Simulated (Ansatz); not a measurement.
Conformers of ClFGeH₄SSi, SMILES `F[SiH](Cl)[S][GeH3]`, each relaxed with PBE0-D4/def2-TZVP in Ansatz. CBS adds the triple-zeta coupled-cluster correction to the MP2 limit.

Outer-core shells of Ge are correlated without core-valence functions. Scalar relativity is left out up to krypton. Spin–orbit coupling is left out.

Not all of them had a frequency check.

Conformer A:

Cartesian coordinates in Å:
```
F 0.345 -2.323 -0.057
Si -0.088 -1.271 1.053
Cl -2.074 -0.914 0.729
S 1.065 0.476 0.947
Ge 0.269 1.337 -0.968
H 0.093 -1.890 2.376
H -1.008 2.125 -0.665
H 1.392 2.260 -1.453
H 0.006 0.200 -1.961
```

Conformer B:

```xyz
9

F     1.726   -2.233   -1.264
Si    0.673   -1.379   -0.440
Cl    1.198   -1.461    1.533
S     0.738    0.576   -1.202
Ge   -0.693    1.481    0.267
H    -0.651   -2.015   -0.564
H    -1.729    0.418    0.658
H    -1.347    2.645   -0.484
H     0.085    1.966    1.494
```

**Question.** Which is lowest in electronic energy at CCSD(T)/CBS (frozen core, def2 sets), and by how much? (An estimate is asked.)

**Answer.** The calculation gave: A; B lies 1.3 kJ/mol higher. Gaps under about 2 kJ/mol don't settle the order.

**Question.** Give the energies relative to A (kJ/mol) with ωB97X-V/def2-TZVPP, B2PLYP/def2-TZVPP, CCSD/def2-TZVPP, CCSD(T)/def2-TZVPP, HF/def2-QZVPP, MP2/def2-QZVPP, CCSD/CBS(def2). (An estimate is asked.)

**Answer.** Computed: 
```tsv
level	B
ωB97X-V/def2-TZVPP	2.2
B2PLYP/def2-TZVPP	2.0
CCSD/def2-TZVPP	1.7
CCSD(T)/def2-TZVPP	1.6
HF/def2-QZVPP	2.3
MP2/def2-QZVPP	1.3
CCSD/CBS(def2)	1.4
```
